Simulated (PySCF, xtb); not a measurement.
H7NO2Si2, SMILES N[Si](O)(O)[SiH3].

GFN2-xTB (xtb) at its own geometry gives an orbital gap of 4.71 eV and a dipole moment of 3.14 D.

Geometry: TPSSh-D3(BJ)/def2-SVP. This is a generated structure with no PubChem entry under its InChIKey; it may be hypothetical. One conformer was computed; it need not be the lowest.

What does PBE/def2-TZVP run with PySCF give? (The exact figures need the calculation; the answer reports its results.)

gap 5.78 eV (levels -6.17 and -0.39 eV), dipole 3.19 D.
